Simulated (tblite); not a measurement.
C7H13NOSi.
SMILES with atom numbers: `[CH3:1]/[C:2]([C:3]#[N:4])=[CH:5]\[Si@@H:6]([OH:7])[CH:8]([CH3:9])[CH3:10]` (hydrogens: H11, H12, H13 on C1; H14 on C5; H15 on Si6; H16 on O7; H17 on C8; H18, H19, H20 on C9; H21, H22, H23 on C10)

A start from a force field or distance geometry was refined with tblite, GFN2-xTB geometry optimisation, gas phase. Values at the start:

```
  coordinate    start
       C1–C2  1.514 Å
      C1–H11  1.099 Å
       C2–C3  1.431 Å
       C2=C5  1.344 Å
       C3≡N4  1.167 Å
      C5–Si6  1.830 Å
      C5–H14  1.098 Å
      Si6–O7  1.661 Å
      Si6–C8  1.909 Å
     Si6–H15  1.468 Å
      O7–H16  0.978 Å
       C8–C9  1.535 Å
      C8–C10  1.530 Å
      C8–H17  1.101 Å
      C9–H18  1.101 Å
     C10–H21  1.102 Å
    C1–C2–C5   125.6°
    C2–C3–N4   178.0°
   C2–C5–Si6   131.5°
    C3–C2–C5   119.1°
   C5–Si6–O7   111.2°
   C5–Si6–C8   111.5°
   Si6–C8–C9   112.7°
  Si6–C8–C10   114.1°
C1–C2–C5–Si6       1°
C2–C5–Si6–O7     -39°
C5–Si6–C8–C9      61°
```

How do these coordinates change at the GFN2-xTB level?

```
  coordinate  GFN2-xTB (Å or °)  change
      C5–Si6              1.882  +0.052
      Si6–O7              1.634  -0.027
      O7–H16              0.953  -0.025
       C3≡N4              1.147  -0.020
       C1–C2              1.496  -0.018
      C1–H11              1.084  -0.015
     C10–H21              1.088  -0.014
      C5–H14              1.084  -0.014
       C2–C3              1.418  -0.013
      C9–H18              1.089  -0.012
       C8–C9              1.527  -0.008
      Si6–C8              1.916  +0.007
       C2=C5              1.339  -0.005
      C8–H17              1.097  -0.004
      C8–C10              1.529  -0.001
     Si6–H15              1.468   0.000
   C5–Si6–O7              107.9    -3.3
  Si6–C8–C10              111.8    -2.3
   C2–C5–Si6              129.4    -2.1
   C5–Si6–C8              109.7    -1.8
    C2–C3–N4              179.3    +1.3
   Si6–C8–C9              111.5    -1.2
    C1–C2–C5              126.5    +0.9
    C3–C2–C5              118.4    -0.7
C2–C5–Si6–O7                -33      +6
C5–Si6–C8–C9                 59      -2
C1–C2–C5–Si6                  2      +1
```

The energy falls by 18.2 kJ/mol over 90 L-BFGS steps, the largest force on an atom goes from 2.41 to 0.010 eV/Å, and the atoms move by 0.166 Å rms after alignment. The bond that changes most is C5–Si6 (alkene CH carbon to oxygen-bound silicon), which lengthens by 0.052 Å. Bonds longer at the end by more than 0.005 Å: 2 of 22; shorter: 13. Among the dihedrals that turn most is C5–Si6–O7–H16, from -159° to -179°. Rotational constants go from 1583, 643.4, 583.8 to 1603, 664.8, 595.5 MHz.

Hardware: Arm Neoverse V1, one thread, shared host. Cost: 0.96 s.

Its GFN2-xTB frequencies are all real (lowest 32 cm⁻¹). The numbers are those of one conformer. 2 starts were optimised and ended at 0.00 and 0.17 kcal/mol (GFN2-xTB); the lowest of these is shown.

The numbers are calculated, not measured.
